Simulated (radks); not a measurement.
Be, configuration [He] 2s2.

All-electron calculation, non-relativistic Kohn-Sham, LDA (Slater exchange, VWN5 correlation), spin-unpolarised, spherical densities, point nucleus; hard spherical wall at 7 bohr. Program: a radial shooting solver on a logarithmic mesh with Libxc functionals.

Energy parts (eV):
total: -392.977
kinetic: 390.472
electron-nucleus: -909.752
Hartree: 195.040
exchange-correlation: -68.737

Orbitals (lengths in bohr, moments of r in powers of bohr; r(90%) holds 90 % of the orbital's charge):
\begin{tabular}{lrrrrr}
orbital & occ. & eigenvalue (eV) & <1/r> & r(90%) & <r> \\ \hline
1s & 2 & -104.4910 & 3.625 & 0.767 & 0.4252 \\
2s & 2 & -5.3046 & 0.5539 & 3.98 & 2.533 \\
2p & 0 & -1.6239 & 0.4645 & 4.42 & 2.742 \\
3s & 0 & 5.2006 & 0.3910 & 5.75 & 4.050 \\
3d & 0 & 5.3517 & 0.2630 & 5.54 & 4.137 \\
\end{tabular}

The highest occupied level is 2s at -5.305 eV. Summed over all electrons, <r^2> = 15.56 bohr^2, which gives a Langevin (diamagnetic) susceptibility term of -12.3 x 10^-6 cm^3/mol. The electron density at the nucleus is 34.89 e/bohr^3. The density falls to 0.001 e/bohr^3 at r = 4.13 bohr.
